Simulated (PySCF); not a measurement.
## C2H6GeSi: core ionisation energies

Compound: C2H6GeSi.
Bonds: Si1–C2, C2–C3 (triple), C3–Ge4. Hydrogens: H5, H6, H7 on Si1; H8, H9, H10 on Ge4.

Computed with delta-SCF UKS SCAN, pcX-2 on the ionised atom, pcseg-1 elsewhere, spin-free X2C (PySCF 2.14.0). Binding energies are ΔSCF values: E(core-ionised, relaxed orbitals) − E(ground state) at a fixed geometry, referred to the vacuum level.

Problem. List the computed XPS lines with their assignment.

Solution. 
```json
{"atom(s)": "Si1", "environment": "SiH3 silicon", "level": "Si 2p3/2", "binding energy (eV)": "107.13", "2p1/2 (eV)": "107.75", "above the level's lowest (eV)": "0.00", "count": "1"}
{"atom(s)": "Si1", "environment": "SiH3 silicon", "level": "Si 1s", "binding energy (eV)": "1846.96", "2p1/2 (eV)": "–", "above the level's lowest (eV)": "0.00", "count": "1"}
{"atom(s)": "C2", "environment": "alkyne carbon", "level": "C 1s", "binding energy (eV)": "289.84", "2p1/2 (eV)": "–", "above the level's lowest (eV)": "0.00", "count": "1"}
{"atom(s)": "C3", "environment": "alkyne carbon", "level": "C 1s", "binding energy (eV)": "290.00", "2p1/2 (eV)": "–", "above the level's lowest (eV)": "+0.16", "count": "1"}
```

The 2 C 1s values lie within 0.16 eV of each other; Gaussian lines of 0.5 eV full width would blend them into one maximum.

Problem. What is the longest wavelength that can ionise C 1s of C3 vertically?

Solution. λ = hc/E = 12398.42 eV Å / 290.00 eV = 42.753 Å.

Problem. Which photon energy gives electrons from C 1s of C3 a kinetic energy of 150 eV, and what is their de Broglie wavelength?

Solution. hν = 290.00 + 150 = 440.00 eV, recoil neglected; λ = 12.264 Å/√(E/eV) = 1.00 Å.

Spin contamination (⟨S²⟩ against 0.75 for a pure doublet) is marked for C 1s of C2 (0.85) and C 1s of C3 (0.86), which makes these values less certain. Spin–orbit coupling isn't in the SCF: each 2p doublet comes from a relaxed spin-free hole plus a matrix of the shell (mean-field spin–orbit coupling and the ground-state 2p splitting), with 2p3/2 averaged over its two sublevels. 2p1/2 minus 2p3/2 (ligand field included): Si 0.62 eV. No level of germanium is listed. Geometry: PBE0-D3(BJ)/def2-SVP; no solvent, vibrations or thermal averaging.
